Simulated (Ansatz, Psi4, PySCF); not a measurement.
phosphorus nitride (NP), singlet, at a GFN2-xTB geometry. Base run: MP2/def2-TZVP (PySCF).

Here is a job for PySCF.
```python
from pyscf import gto, scf, mp

mol = gto.M(
    atom='''
N    -0.000000   -0.000000   -0.994361
P     0.000000    0.000000    0.464035
''',
    basis='def2-tzvp',
    charge=0,
    spin=0,
    verbose=4,
)

mf = scf.RHF(mol)
mf.kernel()

pt = mp.MP2(mf)
pt.kernel()
print('E(MP2) = %.10f' % pt.e_tot)
```

The same geometry, method and basis name were run in Ansatz (a first-principles code) and Psi4 and PySCF, at each program's defaults and at the settings that a row names. The base is PySCF at its defaults. Differences at the defaults can come from grids, fitting, cores and function types together.

```json
[
 {"code and settings": "PySCF, defaults (exact integrals, spherical functions, all electrons correlated)", "ΔE vs base (mEh)": "0.000", "basis functions": "68", "E (Eh)": "-395.63941", "SCF cycles": "10"},
 {"code and settings": "Psi4, defaults (density fitting with its default set, spherical functions, all electrons correlated)", "ΔE vs base (mEh)": "0.048", "basis functions": "68", "E (Eh)": "-395.63936", "SCF cycles": "11"},
 {"code and settings": "Ansatz, defaults (factorised integrals, spherical functions, frozen core)", "ΔE vs base (mEh)": "122.2", "basis functions": "68", "E (Eh)": "-395.51718", "SCF cycles": "-"},
 {"code and settings": "PySCF, frozen core", "ΔE vs base (mEh)": "122.2", "basis functions": "68", "E (Eh)": "-395.51719", "SCF cycles": "10"},
 {"code and settings": "Psi4, exact integrals, spherical functions, frozen core", "ΔE vs base (mEh)": "122.2", "basis functions": "68", "E (Eh)": "-395.51719", "SCF cycles": "11"},
 {"code and settings": "Ansatz, high accuracy, frozen core", "ΔE vs base (mEh)": "122.2", "basis functions": "68", "E (Eh)": "-395.51719", "SCF cycles": "-"}
]
```
